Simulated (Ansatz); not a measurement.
Start from `C#[C][SnH]([CH3])[F]` and change one atom or group to get `[CH3][SnH]([NH2])[F]`.

Ansatz, PBE0-D4/def2-TZVP geometries, multiplicity 1. Each molecule was computed in one conformer, which needn't be the lowest.

Elements past krypton have def2 core potentials.

| property | `C#[C][SnH]([CH3])[F]` |
| --- | --- |
| LUMO energy (PBE/def2-TZVPP) / eV | -1.57 |
| zero-point energy (PBE0-D4/def2-TZVP) / kJ/mol | 166.6 |
| size of the dipole moment (PBE/def2-TZVPP) / D | 2.94 |
| HOMO–LUMO gap (B3LYP/def2-TZVPP) / eV | 7.07 |
| LUMO energy (ωB97M-V/def2-TZVPP) / eV | 0.99 |
| HOMO–LUMO gap (PBE/def2-TZVPP) / eV | 5.48 |

Task: What does the change do to each property? (An estimate is asked.)

Result: Ansatz gave: 
```csv
property,`[CH3][SnH]([NH2])[F]`,shift
LUMO energy (PBE/def2-TZVPP) / eV,-0.96,0.61
zero-point energy (PBE0-D4/def2-TZVP) / kJ/mol,183.2,16.6
size of the dipole moment (PBE/def2-TZVPP) / D,3.79,0.85
HOMO–LUMO gap (B3LYP/def2-TZVPP) / eV,6.80,-0.27
LUMO energy (ωB97M-V/def2-TZVPP) / eV,1.52,0.53
HOMO–LUMO gap (PBE/def2-TZVPP) / eV,5.05,-0.43
```

With PBE0 the HOMO rises by 0.83 eV and the LUMO rises by 0.68 eV, so the gap narrows by about 0.15 eV. PBE moves the HOMO by 1.05 eV and ωB97M-V by 0.66 eV. Dipoles are sizes alone; their direction can turn.

B3LYP here is the variant with VWN-RPA as its local correlation; programs differ in this.
